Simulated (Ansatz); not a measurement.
Cost and result for the atomization energy of CH$_{4}$AlBS, SMILES `[CH3][Al]1[BH][S]1` (8 atoms, 8 bonds).

```xyz
8

C     1.1542   -1.0406   -0.5725
Al   -0.3112    0.0751    0.0408
B    -1.8712    1.1755    0.6416
S    -0.3548    2.0098    1.1277
H     1.7942   -1.3182    0.2694
H     0.8026   -1.9541   -1.0554
H     1.7719   -0.4889   -1.2865
H    -2.9856    1.5415    0.8349
```

The species carries charge 0 and has multiplicity 1. All single points use the PBE0-D4/def2-TZVP geometry. Program: Ansatz. All runs use 2 threads of an Arm Neoverse V1 on a shared host. Times are those of one run each, without the atoms' runs, and a repeat can differ threefold. Electronic energies, without spin–orbit coupling; frozen cores. CCSD(T)/CBS adds CCSD(T) − MP2 in def2-TZVPP to the MP2 limit, and its time is that of the two runs behind it. T1 = 0.015. B3LYP takes the VWN-RPA correlation (the form of Gaussian; ORCA's B3LYP/G). HSE06 is the plane-wave form, built on full-range PBE exchange.

CCSD(T)/CBS is a level of theory with its own doubt, some kJ/mol a heavy atom from the limit and from the frozen cores, so smaller differences don't rank the functionals.

```csv
level,functions,wall time
CCSD(T)/def2-SVP,84,2.3 s
PBE-D4/def2-TZVPP (with forces),202,3.6 s
HSE06-D4/def2-TZVPP,202,4.7 s
CAM-B3LYP-D4/def2-TZVPP,202,5.5 s
PBE0-D4/def2-TZVPP,202,5.5 s
r2SCAN-D4/def2-TZVPP (with forces),202,7.5 s
B3LYP-D4/def2-TZVPP (with forces),202,7.5 s
PBE-QIDH/def2-TZVPP,202,8.5 s
B97M-V/def2-TZVPP,202,13 s
ωB97M-V/def2-TZVPP (with forces),202,16 s
MP2/def2-QZVPP,374,30 s
CCSD(T)/def2-TZVPP,202,62 s
CCSD(T)/CBS(def2),–,91 s
```

Task: What atomization energy does each give, and how far from CCSD(T)/CBS? (Best estimate.)

Result: Computed: 
```
                             level  atomization (kJ/mol)  difference from CCSD(T)/CBS  per bond
                  CCSD(T)/def2-SVP                2619.2                       -142.0     -17.8
   PBE-D4/def2-TZVPP (with forces)                2823.4                         62.2       7.8
               HSE06-D4/def2-TZVPP                2791.4                         30.2       3.8
           CAM-B3LYP-D4/def2-TZVPP                2760.0                         -1.2      -0.1
                PBE0-D4/def2-TZVPP                2789.3                         28.1       3.5
r2SCAN-D4/def2-TZVPP (with forces)                2806.1                         44.9       5.6
 B3LYP-D4/def2-TZVPP (with forces)                2756.8                         -4.4      -0.5
               PBE-QIDH/def2-TZVPP                2772.2                         11.0       1.4
                 B97M-V/def2-TZVPP                2815.1                         53.9       6.7
  ωB97M-V/def2-TZVPP (with forces)                2784.6                         23.4       2.9
                    MP2/def2-QZVPP                2783.9                         22.7       2.8
                CCSD(T)/def2-TZVPP                2690.5                        -70.7      -8.8
                 CCSD(T)/CBS(def2)                2761.2                          0.0       0.0
```

From r2SCAN to r2SCAN0 (25 % exact exchange), in def2-TZVPP and without D4, the atomization energy moves by −38.4 kJ/mol: exact exchange takes away binding that semilocal exchange gives to molecules. At CCSD(T), def2-SVP lies −142.0 kJ/mol from the extrapolated value and def2-TZVPP −70.7 kJ/mol: correlation converges slowly with the basis, and small sets miss more of it in the bonded molecule than in its fragments. The D4 term adds +24.8 kJ/mol with B3LYP and +12.9 kJ/mol with PBE0; it sums over pairs of atoms, weighted by their polarisabilities, and B3LYP, whose exchange is more repulsive, gets the larger term.
